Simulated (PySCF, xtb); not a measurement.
CsBr, SMILES [Br][Cs].

GFN2-xTB run with xtb at its own geometry gives an orbital gap of 1.99 eV and a dipole moment of 9.81 D.

Coordinates come from a B3LYP-D3(BJ)/def2-TZVPD optimisation. The def2 effective core potentials stand for the cores of Cs; spin–orbit coupling is left out.

**Question.** What does PBE/def2-TZVPD in PySCF give? (The exact figures need the calculation; the answer reports its results.)

**Answer.** gap 2.87 eV (levels -4.57 and -1.70 eV), dipole 10.77 D.
